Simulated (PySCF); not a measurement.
SMILES CC(=O)C[SiH2]C#N, GFN2-xTB optimised geometry.

```
14

C      1.34     1.00    -1.37
C      0.96    -0.45    -1.33
O      1.01    -1.17    -2.30
C      0.47    -0.94     0.00
Si    -1.45    -0.94     0.00
C     -1.94     0.86     0.00
N     -2.22     1.97     0.00
H      2.22     1.16    -0.74
H      1.58     1.30    -2.38
H      0.53     1.61    -0.98
H      0.79    -1.97     0.14
H      0.85    -0.33     0.81
H     -2.01    -1.55    -1.20
H     -1.95    -1.51     1.25
```

Density from CAM-B3LYP/def2-TZVP (PySCF) at that geometry.

Minimum of the electron density along straight lines between bonded atoms, close to the bond critical point (lines longer than 1.1 times the sum of covalent radii, or with two minima, are not listed):

```tsv
bond	length / Å	ρ at the minimum / e bohr⁻³	∇²ρ there / e bohr⁻⁵	position (fraction from the first atom)
C1–C2	1.506	0.264	-0.71	0.48
C2–O3	1.207	0.427	-0.19	0.34
C2–C4	1.500	0.265	-0.70	0.51
C4–Si5	1.914	0.116	0.11	0.61
Si5–C6	1.872	0.109	0.27	0.39
C6–N7	1.146	0.509	-0.13	0.34
C1–H8	1.089	0.277	-0.95	0.64
C1–H9	1.087	0.282	-0.99	0.65
C1–H10	1.089	0.279	-0.96	0.64
C4–H11	1.090	0.276	-0.94	0.65
C4–H12	1.089	0.277	-0.94	0.64
Si5–H13	1.459	0.131	0.15	0.49
Si5–H14	1.464	0.128	0.16	0.49
```
